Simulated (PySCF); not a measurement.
CHAlClNO₂. Atoms are numbered in the order given.

```xyz
7

Al    -0.4158    -0.5670     0.0000
Cl     1.1816    -1.8973     0.0000
N     -0.1040     1.1687     0.0000
C      0.1794     2.3363     0.0000
O      0.4449     3.4722     0.0000
O     -1.9740    -1.2048     0.0000
H     -2.7967    -0.7142     0.0000
```

The structure is a stationary point at PBE0-D3(BJ)/def2-SVP. One conformer was computed; it need not be the lowest.

Method: PBE0-D3(BJ)/def2-SVP run with PySCF.

Frequencies are harmonic and unscaled.

| mode | ν (cm⁻¹) | IR (km/mol) | moving atoms (share of kinetic energy) |
|---|---|---|---|
| 1 | 57 | 1.3 | O 47 %, Cl 24 %, N 19 % |
| 2 | 90 | 1.9 | N 53 %, O 36 % |
| 3 | 186 | 5.1 | O 42 %, Cl 23 %, N 15 %, Al 10 % |
| 4 | 228 | 34.0 | N 42 %, O 21 %, Cl 14 %, H 10 % |
| 5 | 261 | 29.5 | Al 63 %, N 15 %, H 9 % |
| 6 | 340 | 167.9 | H 83 %, O 13 % |
| 7 | 456 | 16.3 | Cl 36 %, O 34 %, Al 14 %, C 8 % |
| 8 | 524 | 156.7 | H 73 %, O 20 % |
| 9 | 639 | 27.9 | C 70 %, O 14 %, N 13 % |
| 10 | 649 | 38.8 | C 71 %, N 15 %, O 14 % |
| 11 | 670 | 322.9 | Al 64 %, O 12 %, Cl 10 % |
| 12 | 931 | 134.1 | O 47 %, Al 45 % |
| 13 | 1533 | 44.2 | N 57 %, O 40 % |
| 14 | 2466 | 1495.4 | C 70 %, N 17 %, O 13 % |
| 15 | 3994 | 134.2 | H 94 % |
